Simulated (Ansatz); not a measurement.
A nudged elastic band was laid between two geometries of ClH + H4OSn (8 atoms, charge 0, multiplicity 1).

Computed with Ansatz 0.2.0, RKS r2SCAN-D4/def2-SVP.

```json
{
  "movable images": "5",
  "climbing image": "yes",
  "spring": "5.0 eV/Å²",
  "optimiser": "quadratic models (default)",
  "start path": "through a guess of the saddle point",
  "force threshold": "0.03 eV/Å",
  "iteration limit": "60",
  "end points": "relaxed"
}
```

Image 0:

```xyz
8
Properties=species:S:1:pos:R:3
Sn -0.112 0.110 -0.109
O 0.083 -0.104 1.907
H -0.761 -0.130 2.382
H 1.499 0.294 -0.610
H -1.046 1.537 -0.287
H -0.926 -1.263 -0.713
Cl 1.594 -2.549 1.601
H 0.910 -1.440 1.972
```

Image 6:

```xyz
8
Properties=species:S:1:pos:R:3
Sn 0.388 -0.166 -0.335
O -0.602 -0.330 2.413
H -1.185 -1.097 2.501
H 1.182 -0.193 -1.860
H 0.315 1.417 0.280
H -1.071 -1.044 -0.431
Cl 1.935 -1.425 0.998
H 0.280 -0.706 2.578
```

Task: What changes between the two ends?

Result: Bonds broken: Sn1–O2, Cl7–H8. Bonds formed: Sn1–Cl7, O2–H8. ClH + H4OSn becomes ClH3Sn + H2O.

Task: Give the energies along the band, and the barrier.

Result: The forces met the threshold. The highest image is number 1 of 0 to 6, 1.8 kcal/mol above the first end and 17.7 kcal/mol above the last; the last end lies 15.9 kcal/mol below the first. The profile has 2 maxima (images 1, 4) with wells between them (image 3): this band takes more than one step, which may be the mechanism or a detour left from its start path. A vibrational analysis at the climbing image gives one clearly imaginary mode, 231i cm⁻¹: a first-order saddle point. The orbitals stay closed-shell, which can raise the energy where a bond breaks towards radicals; this wasn't checked here.

```tsv
image	path coordinate (Å)	energy (kcal/mol)	Sn1–O2 (Å)	Cl7–H8 (Å)	Sn1–Cl7 (Å)
0	0.00	0.0	2.04	1.35	3.59
1	0.63	1.8	2.12	1.56	3.06
2	2.07	-9.3	2.59	2.14	2.47
3	3.51	-13.7	3.57	2.76	2.38
4	4.96	-12.1	3.65	2.44	2.39
5	6.40	-13.1	3.42	2.41	2.39
6	7.85	-15.9	2.92	2.40	2.40
```

Task: What is the geometry of the highest image?

Result: 
```xyz
8
Properties=species:S:1:pos:R:3
Sn 0.007 -0.044 -0.109
O 0.119 -0.104 2.002
H -0.730 -0.162 2.469
H 1.581 0.272 -0.645
H -0.962 1.381 -0.155
H -0.878 -1.359 -0.722
Cl 1.405 -2.368 1.310
H 0.700 -1.161 1.993
```

Time of the run: 11 min on 2 threads of Arm Neoverse V1, on a shared host, peak memory 0.16 GiB.
